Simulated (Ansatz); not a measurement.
This singlet lies 1.58 eV below the relaxed triplet at the level composite: frozen-core CCSD(T) with HF/cc-pVQZ and the correlation energy extrapolated as X^-3 from cc-pVTZ and cc-pVQZ, plus CCSDT(Q) minus CCSD(T) in cc-pVDZ // PBE0-D3(BJ)/def2-TZVP (Ansatz, an electronic-structure program).

Calculation: PBE0-D3(BJ)/def2-TZVP (Ansatz). No frequencies were computed at this level.

Ansatz 0.2 input:
```yaml
crystal:
  periodic: [false, false, false]
  atoms:
    - { symbol: F, position_ang: [-1.133732, -0.346863, 0.000005] }
    - { symbol: C, position_ang: [-0.169801, 0.555376, 0.0] }
    - { symbol: Cl, position_ang: [1.303533, -0.208513, -0.000004] }
basis:
  gaussian: { orbitals: def2-tzvp }
hamiltonian:
  xc: pbe0
  dispersion: d3bj
relax:
  max_steps: 150
```

Output:

```
Functional definition: PBE0
604 factors; their error is unknown
mean field evaluation 1: about -16266.7478 eV, gradient 2.1e1 eV
mean field evaluation 2: about -16265.9666 eV, gradient 3.1e1 eV
mean field evaluation 4: about -16267.4934 eV, gradient 1.3e0 eV
mean field evaluation 8: about -16267.5464 eV, gradient 2.2e-2 eV
mean field -16267.54639503 eV, -597.8213034784 hartree, gradient 6.1e-5 eV, S^2 0.000000; 0 other end points of the search recorded, 0 dependent functions left out
reference -16267.54641343 eV, -597.8213041545 hartree; 16, 16 occupied and 83, 83 virtual orbitals, 604 factors
relax step   1: F+E_penalty+E_count = -16267.57726627 eV  Δ(F+E_penalty+E_count) = +0.000e0 eV  max|allowed force component| = 1.895e0 eV/Å  Δτ_max = 0.0000 Å  (27 SCF iters, accepted)
these checks for a lower state are left out or cut short: starts, cluster_reference, orbital_swaps, neighbouring_geometries, increment
604 factors; their error is unknown
mean field evaluation 16: about -16267.5224 eV, gradient 2.2e0 eV
mean field -16267.58549404 eV, -597.8227403406 hartree, gradient 9.9e-6 eV, S^2 0.000000; 0 other end points of the search recorded, 0 dependent functions left out
reference -16267.58551244 eV, -597.8227410168 hartree; 16, 16 occupied and 83, 83 virtual orbitals, 604 factors
relax step   2: F+E_penalty+E_count = -16267.61638297 eV  Δ(F+E_penalty+E_count) = -3.912e-2 eV  max|allowed force component| = 1.254e0 eV/Å  Δτ_max = 0.0189 Å  (31 SCF iters, accepted)
these checks for a lower state are left out or cut short: starts, cluster_reference, orbital_swaps, neighbouring_geometries, increment
604 factors; their error is unknown
mean field -16267.61841432 eV, -597.8239501384 hartree, gradient 1.0e-5 eV, S^2 0.000000; 0 other end points of the search recorded, 0 dependent functions left out
reference -16267.61843283 eV, -597.8239508188 hartree; 16, 16 occupied and 83, 83 virtual orbitals, 604 factors
relax step   3: F+E_penalty+E_count = -16267.64926362 eV  Δ(F+E_penalty+E_count) = -3.288e-2 eV  max|allowed force component| = 1.876e-1 eV/Å  Δτ_max = 0.0265 Å  (31 SCF iters, accepted)
these checks for a lower state are left out or cut short: starts, cluster_reference, orbital_swaps, neighbouring_geometries, increment
604 factors; their error is unknown
mean field evaluation 32: about -16267.5677 eV, gradient 6.9e-1 eV
mean field -16267.61904395 eV, -597.8239732770 hartree, gradient 1.0e-5 eV, S^2 0.000000; 0 other end points of the search recorded, 0 dependent functions left out
reference -16267.61906249 eV, -597.8239739582 hartree; 16, 16 occupied and 83, 83 virtual orbitals, 604 factors
relax step   4: F+E_penalty+E_count = -16267.64989468 eV  Δ(F+E_penalty+E_count) = -6.311e-4 eV  max|allowed force component| = 4.460e-2 eV/Å  Δτ_max = 0.0040 Å  (32 SCF iters, accepted)
these checks for a lower state are left out or cut short: starts, cluster_reference, orbital_swaps, neighbouring_geometries, increment
604 factors; their error is unknown
mean field -16267.61908720 eV, -597.8239748663 hartree, gradient 1.0e-5 eV, S^2 0.000000; 0 other end points of the search recorded, 0 dependent functions left out
reference -16267.61910574 eV, -597.8239755475 hartree; 16, 16 occupied and 83, 83 virtual orbitals, 604 factors
relax step   5: F+E_penalty+E_count = -16267.64993478 eV  Δ(F+E_penalty+E_count) = -4.010e-5 eV  max|allowed force component| = 3.455e-3 eV/Å  Δτ_max = 0.0012 Å  (34 SCF iters, accepted)
604 factors; their error is unknown
mean field evaluation 64: about -16267.6191 eV, gradient 2.2e-2 eV
mean field -16267.61908720 eV, -597.8239748663 hartree, gradient 1.0e-5 eV, S^2 0.000000; 1 other end points of the search recorded, 0 dependent functions left out
reference -16267.61910574 eV, -597.8239755475 hartree; 16, 16 occupied and 83, 83 virtual orbitals, 604 factors
Total energy: -16267.64995332 eV, -597.8251091752 hartree
Atom 0 at    -1.115311    -0.345241     0.000005 Å, force     0.002961    -0.000043    -0.000000 eV/Å
Atom 1 at    -0.211623     0.576881     0.000000 Å, force     0.000494     0.000027    -0.000000 eV/Å
Atom 2 at     1.326934    -0.231640    -0.000004 Å, force    -0.003455     0.000016     0.000000 eV/Å
Dipole moment:     0.033847    -0.174463     0.000000 e Å
```

Cost: around 6 core-seconds (rough).
